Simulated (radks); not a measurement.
Results of a calculation; reference values are marked as such.
Problem. Ionisation of Ta42+, [Ar] 3d10 4s2 4p1, to Ta43+, [Ar] 3d10 4s2, under several functionals. Dirac Kohn-Sham, spin-unpolarised, spherical densities, finite nucleus; open shells are shared between the two j in proportion to 2j + 1; a radial shooting solver on a logarithmic mesh with Libxc functionals. Known Delta-SCF values: PBEsol 2054.8 eV; HCTH/407 2057.0 eV. What does OLYP give, and what is its highest occupied eigenvalue?

Solution. 2054.7 eV by Delta-SCF; the 4p3/2 eigenvalue is -1996.4 eV. NIST: 2113 eV (theoretical).

Beside tabulated values, note that spin-unpolarised runs miss the spin-polarisation part of the exchange energy of open shells.
